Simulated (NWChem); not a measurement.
System: Si$_{2}$NH$_{6}$, doublet; SMILES [SiH2]N[SiH3]

Input file for NWChem:

```
start job
memory heap 200 mb stack 900 mb global 1100 mb
geometry units angstroms noautosym nocenter noautoz
  Si    -0.232219    -1.616693     0.106336
  N      0.533502    -0.072844    -0.174209
  Si    -0.149874     1.529829    -0.047950
  H     -1.298284    -1.410178     1.139656
  H      0.798002    -2.591742     0.601580
  H      1.437138    -0.126335    -0.640201
  H     -1.370348     1.425857     0.802797
  H     -0.533963     2.110316    -1.373839
  H      0.835933     2.462734     0.579927
end
basis spherical
  * library def2-svp
end
dft
  odft
  mult 2
  xc hfexch
  iterations 150
end
property
  hyperfine
end
task dft property
```

Output (shortened):

```
             Northwest Computational Chemistry Package (NWChem) 7.3.0
             --------------------------------------------------------

                             Geometry "geometry" -> ""
                             -------------------------

 Output coordinates in angstroms (scale by  1.889725989 to convert to a.u.)

  No.       Tag          Charge          X              Y              Z
 ---- ---------------- ---------- -------------- -------------- --------------
    1 Si                  14.0000    -0.23221900    -1.61669300     0.10633600
    2 N                    7.0000     0.53350200    -0.07284400    -0.17420900
    3 Si                  14.0000    -0.14987400     1.52982900    -0.04795000
    4 H                    1.0000    -1.29828400    -1.41017800     1.13965600
    5 H                    1.0000     0.79800200    -2.59174200     0.60158000
    6 H                    1.0000     1.43713800    -0.12633500    -0.64020100
    7 H                    1.0000    -1.37034800     1.42585700     0.80279700
    8 H                    1.0000    -0.53396300     2.11031600    -1.37383900
    9 H                    1.0000     0.83593300     2.46273400     0.57992700

 Effective nuclear repulsion energy (a.u.)     146.1380227552

  xc_inp: hfexch multiplicative factor not found.
                              NWChem Property Module
                              ----------------------

  itol2e modified to match energy
  convergence criterion.

                                 NWChem DFT Module
                                 -----------------

 Summary of "ao basis" -> "ao basis" (spherical)
 ------------------------------------------------------------------------------
       Tag                 Description            Shells   Functions and Types
 ---------------- ------------------------------  ------  ---------------------
 Si                         def2-svp                 8       18   4s3p1d
 N                          def2-svp                 6       14   3s2p1d
 H                          def2-svp                 3        5   2s1p

  itol2e modified to match energy
  convergence criterion.

            General Information
            -------------------
          SCF calculation type: DFT
          Wavefunction type:  spin polarized.
          No. of atoms     :     9
          No. of electrons :    41
           Alpha electrons :    21
            Beta electrons :    20
          Charge           :     0
          Spin multiplicity:     2
          Use of symmetry is: off; symmetry adaption is: off
          Maximum number of iterations: 150
          AO basis - number of functions:    80
                     number of shells:    40
          Convergence on energy requested:  1.00D-07
          Convergence on density requested:  1.00D-05
          Convergence on gradient requested:  5.00D-04

              XC Information
              --------------
                     Hartree-Fock (Exact) Exchange  1.000

      Superposition of Atomic Density Guess
      -------------------------------------

 Sum of atomic energies:        -634.71694431

      Non-variational initial energy
      ------------------------------

 Total energy =    -635.796144
 1-e energy   =   -1168.199648
 2-e energy   =     386.265481
 HOMO         =      -0.118811
 LUMO         =       0.039535

   convergence    iter        energy       DeltaE   RMS-Dens  Diis-err
 ---------------- ----- ----------------- --------- --------- ---------
 d= 0,ls=0.0,diis     1   -635.5240539295 -7.82D+02  3.33D-03  7.36D-02
                                                     2.97D-03  7.54D-02
 d= 0,ls=0.0,diis     2   -635.5703474659 -4.63D-02  1.25D-03  1.65D-02
                                                     1.10D-03  1.51D-02
 d= 0,ls=0.0,diis     3   -635.5794207019 -9.07D-03  7.18D-04  1.97D-03
                                                     6.15D-04  2.13D-03
 d= 0,ls=0.0,diis     4   -635.5812260897 -1.81D-03  1.98D-04  5.13D-05
                                                     1.84D-04  7.24D-05
 d= 0,ls=0.0,diis     5   -635.5813671051 -1.41D-04  9.36D-05  8.39D-06
                                                     9.48D-05  1.46D-05
  Resetting Diis
 d= 0,ls=0.0,diis     6   -635.5813980547 -3.09D-05  4.26D-05  1.50D-06
                                                     4.65D-05  2.50D-06
 d= 0,ls=0.0,diis     7   -635.5814037397 -5.68D-06  8.71D-06  3.27D-07
                                                     7.34D-06  2.73D-07
 d= 0,ls=0.0,diis     8   -635.5814042029 -4.63D-07  1.06D-05  1.12D-07
                                                     1.08D-05  1.46D-07
 d= 0,ls=0.0,diis     9   -635.5814045535 -3.51D-07  5.94D-06  3.75D-08
                                                     4.95D-06  1.33D-08
 d= 0,ls=0.0,diis    10   -635.5814046152 -6.16D-08  1.09D-06  1.24D-09
                                                     1.11D-06  3.89D-09

         Total DFT energy =     -635.581404615159
      One electron energy =    -1170.301235014892
           Coulomb energy =      438.107714594265
    Exchange-Corr. energy =      -49.525906949721
 Nuclear repulsion energy =      146.138022755190

 Numeric. integr. density =        0.000000000000

                    DFT Final Alpha Molecular Orbital Analysis
                    ------------------------------------------

 Vector   19  Occ=1.000000D+00  E=-4.731233D-01
              MO Center= -9.3D-02,  4.1D-01,  4.8D-01, r^2= 5.6D+00
   Bfn.  Coefficient  Atom+Function         Bfn.  Coefficient  Atom+Function
  ----- ------------  ---------------      ----- ------------  ---------------
    76     -0.257658  9 H  s                 66      0.251780  7 H  s
    56      0.225973  5 H  s                 40     -0.180307  3 Si px
    77     -0.162643  9 H  s                 51     -0.158971  4 H  s
    67      0.155160  7 H  s                 57      0.145317  5 H  s
    41     -0.136753  3 Si py                43     -0.132082  3 Si px

[...]

          ----------------------
          Hyperfine Interactions
          ----------------------

 Total Spin Density (Fermi Contact Term)
 ------------------ --------------------
     Atom            x         y         z       Density (a.u.)      Aiso(MHz)     Aiso(Gauss)
     1  29-Si    -0.43883  -3.05511   0.20095       0.614887       -546.467065    -194.992708
     2  14-N      1.00817  -0.13766  -0.32921       0.086325         27.891954       9.952526
     3  29-Si    -0.28322   2.89096  -0.09061      -0.006524          5.797732       2.068771
     4   1-H     -2.45340  -2.66485   2.15364       0.011853         52.983210      18.905695
     5   1-H      1.50801  -4.89768   1.13682       0.016514         73.816792      26.339622
     6   1-H      2.71580  -0.23874  -1.20980      -0.002820        -12.606833      -4.498424
     7   1-H     -2.58958   2.69448   1.51707      -0.000102         -0.454752      -0.162266
     8   1-H     -1.00904   3.98792  -2.59618      -0.000299         -1.338609      -0.477648
     9   1-H      1.57968   4.65389   1.09590       0.001052          4.704497       1.678679

           -------------------------------------------
           Anisotropic Interaction (Spin-Dipolar Term)
           -------------------------------------------

 ------------------------------------------------------------
     Atom            x         y         z
 ------------------------------------------------------------
     1  29-Si    -0.43883  -3.05511   0.20095

   Spin-Dipolar term (a.u.)
        xx             yy             zz             xy             xz             yz
 ------------------------------------------------------------------------------------------
      -0.318784      -0.407389       0.726172       0.261442       0.629418       0.552750

   Principal Comp. of -hf- tensor (au)            Anisotropic -hfcc- (MHz)               Anisotropic -hfcc- (Gauss)
 --------------------------------------------------------------------------------------------------------------------------
     -0.614185    -0.633435     1.247620      65.155241    67.197321  -132.352562      23.248971    23.977635   -47.226605

   Orientation of the principal axis of Hyperfine Tensor w.r.t absolute (molecular) frame
 --------------------------------------------------------------------------------------------------------------------------
      0.889433    -0.223006     0.398971
      0.078899     0.934703     0.346563
     -0.450205    -0.276766     0.848950

 ------------------------------------------------------------
     Atom            x         y         z
 ------------------------------------------------------------
     2  14-N      1.00817  -0.13766  -0.32921

   Spin-Dipolar term (a.u.)
        xx             yy             zz             xy             xz             yz
 ------------------------------------------------------------------------------------------
      -0.029895      -0.081384       0.111280       0.079215       0.164057       0.115284

   Principal Comp. of -hf- tensor (au)            Anisotropic -hfcc- (MHz)               Anisotropic -hfcc- (Gauss)
 --------------------------------------------------------------------------------------------------------------------------
     -0.139830    -0.134452     0.274282      -5.392934    -5.185510    10.578445      -1.924330    -1.850316     3.774646

   Orientation of the principal axis of Hyperfine Tensor w.r.t absolute (molecular) frame
 --------------------------------------------------------------------------------------------------------------------------
      0.788888     0.337137     0.513804
     -0.556965     0.745569     0.365946
     -0.259703    -0.574861     0.775944

 ------------------------------------------------------------
     Atom            x         y         z
 ------------------------------------------------------------
     3  29-Si    -0.28322   2.89096  -0.09061

   Spin-Dipolar term (a.u.)
        xx             yy             zz             xy             xz             yz
 ------------------------------------------------------------------------------------------
      -0.001012      -0.001695       0.002707       0.001895       0.002274      -0.006108

   Principal Comp. of -hf- tensor (au)            Anisotropic -hfcc- (MHz)               Anisotropic -hfcc- (Gauss)
 --------------------------------------------------------------------------------------------------------------------------
      0.000217    -0.007295     0.007078      -0.022986     0.773841    -0.750856      -0.008202     0.276125    -0.267923

   Orientation of the principal axis of Hyperfine Tensor w.r.t absolute (molecular) frame
 --------------------------------------------------------------------------------------------------------------------------
      0.903439    -0.416221     0.102752
      0.399634     0.730837    -0.553326
      0.155211     0.540960     0.826603

 ------------------------------------------------------------
     Atom            x         y         z
 ------------------------------------------------------------
     4   1-H     -2.45340  -2.66485   2.15364

   Spin-Dipolar term (a.u.)
        xx             yy             zz             xy             xz             yz
 ------------------------------------------------------------------------------------------
       0.001112      -0.011814       0.010702      -0.002089      -0.005730       0.008085

   Principal Comp. of -hf- tensor (au)            Anisotropic -hfcc- (MHz)               Anisotropic -hfcc- (Gauss)
 --------------------------------------------------------------------------------------------------------------------------
     -0.001408    -0.014420     0.015828      -0.751105    -7.694068     8.445173      -0.268013    -2.745430     3.013443

   Orientation of the principal axis of Hyperfine Tensor w.r.t absolute (molecular) frame
 --------------------------------------------------------------------------------------------------------------------------
      0.923751     0.016394    -0.382644
      0.101513     0.952871     0.285889
      0.369297    -0.302933     0.878551

 ------------------------------------------------------------
     Atom            x         y         z
 ------------------------------------------------------------
     5   1-H      1.50801  -4.89768   1.13682

   Spin-Dipolar term (a.u.)
        xx             yy             zz             xy             xz             yz
 ------------------------------------------------------------------------------------------
       0.001775      -0.003826       0.002052      -0.009264       0.010700       0.000529

   Principal Comp. of -hf- tensor (au)            Anisotropic -hfcc- (MHz)               Anisotropic -hfcc- (Gauss)
 --------------------------------------------------------------------------------------------------------------------------
      0.014872    -0.014196    -0.000676       7.935060    -7.574314    -0.360745       2.831422    -2.702699    -0.128723

   Orientation of the principal axis of Hyperfine Tensor w.r.t absolute (molecular) frame
 --------------------------------------------------------------------------------------------------------------------------
      0.727868     0.654218    -0.205443
     -0.343833     0.607420     0.716114
      0.593285    -0.450598     0.667064

 ------------------------------------------------------------
     Atom            x         y         z
 ------------------------------------------------------------
     6   1-H      2.71580  -0.23874  -1.20980

   Spin-Dipolar term (a.u.)
        xx             yy             zz             xy             xz             yz
 ------------------------------------------------------------------------------------------
       0.018292      -0.009711      -0.008581       0.006735      -0.007749       0.002543

   Principal Comp. of -hf- tensor (au)            Anisotropic -hfcc- (MHz)               Anisotropic -hfcc- (Gauss)
 --------------------------------------------------------------------------------------------------------------------------
      0.021483    -0.014866    -0.006616      11.462063    -7.931944    -3.530119       4.089942    -2.830310    -1.259632

   Orientation of the principal axis of Hyperfine Tensor w.r.t absolute (molecular) frame
 --------------------------------------------------------------------------------------------------------------------------
      0.954909    -0.294096     0.040693
      0.187402     0.703358     0.685688
     -0.230280    -0.647144     0.726757

 ------------------------------------------------------------
     Atom            x         y         z
 ------------------------------------------------------------
     7   1-H     -2.58958   2.69448   1.51707

   Spin-Dipolar term (a.u.)
        xx             yy             zz             xy             xz             yz
 ------------------------------------------------------------------------------------------
      -0.001536       0.003592      -0.002055      -0.002190      -0.000877       0.002264

   Principal Comp. of -hf- tensor (au)            Anisotropic -hfcc- (MHz)               Anisotropic -hfcc- (Gauss)
 --------------------------------------------------------------------------------------------------------------------------
     -0.002342     0.005211    -0.002869      -1.249385     2.780151    -1.530766      -0.445811     0.992025    -0.546214

[...]
```

Level: UHF/def2-SVP, contact and dipolar terms. Coordinates come from a PBE0/def2-SVP, spin-unrestricted optimisation. No stability test was run on the SCF state.
